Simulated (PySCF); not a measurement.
Ge(Cl)(Me) (CH3ClGe), SMILES [CH3][Ge][Cl] (connectivity only; charge and spin as stated), neutral, multiplicity 1.

Geometry optimised at PBE-D3(BJ)/def2-TZVP.

Level of theory: PySCF with HF/def2-TZVPD.

Computed frontier levels, gap, dipole moment and polarisability:
- highest occupied level: -9.28 eV
- lowest empty level: 0.31 eV
- orbital gap: 9.59 eV
- dipole moment: 2.57 D
- quadrupole, principal values (traceless, Buckingham form, about the centre of nuclear charge): -3.66, -1.52, 5.18 D·Å
- mean static polarisability: 60.3 bohr³ (8.94 Å³)
- polarisability, principal values: 49.1, 61.0, 70.8 bohr³
